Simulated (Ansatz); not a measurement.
The cluster Co3S2⁺. The state is a singlet with charge 1. Geometry r2SCAN-D4/def2-SVP.

```xyz
5

Co    0.7089   -1.0221    0.3453
Co    0.0386    1.0801    0.7065
Co   -0.7477   -0.0579   -1.0519
S     1.3183    0.5869   -0.9690
S    -1.3181   -0.5869    0.9691
```

The restricted singlet is unstable towards broken spin symmetry at other levels; at PBE-D4/def2-SVP, revPBE-D4/def2-TZVP, BLYP-D4/def2-TZVP, r2SCAN-D4/def2-TZVP and others this wasn't settled. Another isomer (singlet) lies 0.07 eV lower at PBE-D4/def2-SVP; other spin states weren't run for this one.

(1) Estimate the orbital energies around the gap (eV) in Ansatz with PBE-D4/def2-SVP, revPBE-D4/def2-TZVP, BLYP-D4/def2-TZVP, r2SCAN-D4/def2-TZVP, PBE0-D4/def2-SVP.

## Answers

(1) 
| orbital | PBE-D4/def2-SVP | revPBE-D4/def2-TZVP | BLYP-D4/def2-TZVP | r2SCAN-D4/def2-TZVP | PBE0-D4/def2-SVP |
| --- | --- | --- | --- | --- | --- |
| HOMO−5 | -10.08 | -10.56 | -10.58 | -10.86 | -12.03 |
| HOMO−4 | -9.90 | -10.43 | -10.47 | -10.83 | -11.97 |
| HOMO−3 | -9.90 | -10.43 | -10.46 | -10.83 | -11.97 |
| HOMO−2 | -9.59 | -10.11 | -10.15 | -10.52 | -11.93 |
| HOMO−1 | -9.53 | -10.00 | -9.98 | -10.27 | -11.09 |
| HOMO | -9.53 | -10.00 | -9.98 | -10.27 | -11.09 |
| LUMO | -9.41 | -9.87 | -9.83 | -9.71 | -8.05 |
| LUMO+1 | -9.16 | -9.53 | -9.53 | -9.45 | -8.05 |
| LUMO+2 | -9.16 | -9.53 | -9.52 | -9.45 | -8.04 |
| LUMO+3 | -8.44 | -8.79 | -8.78 | -8.89 | -7.92 |
| LUMO+4 | -6.89 | -7.04 | -7.19 | -6.79 | -6.02 |
| LUMO+5 | -5.93 | -6.17 | -6.29 | -5.89 | -4.93 |
